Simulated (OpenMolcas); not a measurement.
V4+ among 4 point charges of -0.5 e arranged as a tetrahedron (Td), 1.77 Å from the ion.

```json
{"Program": "OpenMolcas 26.06", "Method": "SS-CASPT2, IPEA 0.25 Eh, imaginary shift 0.1 Eh (closed shells correlated: 3s 3p)", "Basis": "ANO-RCC-VDZP [5s4p2d1f]", "Scalar Hamiltonian": "DKH2, point nucleus", "Active space": "1 electron in 5 orbitals (3d)", "State averaging": "2S+1 = 2 even, 5 roots", "Spin-orbit coupling": "RASSI with atomic mean-field integrals over the reference wave functions"}
```

Task: What is the spin-free ground state (labels of Td)?

Result: 2E, 2-fold in its orbital part, 100 % from free-ion D terms; it has the highest spin that d1 allows.

Task: Where is the first state of the same spin?

Result: 2T2 at 774 cm-1 above the ground state.

Task: What are the lowest two levels with spin-orbit coupling?

Result: A 4-fold level Γ8, then a 4-fold level Γ8 870 cm-1 above it. Their leading multiplicities are 2 (100 %) and 2 (100 %).

Task: What is χT at 300 K, and how does it compare with the textbook value?

Result: The lowest level has 2S+1 = 2, for which the spin-only value is χT = S(S+1) / 2 = 0.375 cm3 K/mol (g = 2). The computed 0.406 at 300 K differs by +0.031, through orbital momentum, spin-orbit coupling and any other state in reach.

Task: Which ligand-field parameters describe the states?

Result: The gap between the two states is 10Dq = -774 cm-1 (negative for this site). 

Roots that are degenerate in the reference are averaged as groups; the widest CASPT2 spread within a group is 98 cm-1 (the 3-fold group of multiplicity 2 near 774 cm-1 above the lowest state of its run). Shifts and gaps below about the spread of the groups concerned are not significant. An orbital doublet at a regular site is open to a Jahn-Teller distortion, which this geometry leaves out. The ground term spreads over less than 5000 cm-1, several times less than with real ligands, so orbital moments are less quenched and χT lies further from the spin-only value than at real sites. Free-ion shares, where given, are those of the reference states; single-state CASPT2 does not remix them. This is an electrostatic model: the charges have no orbitals. No measured value stands beside these numbers.
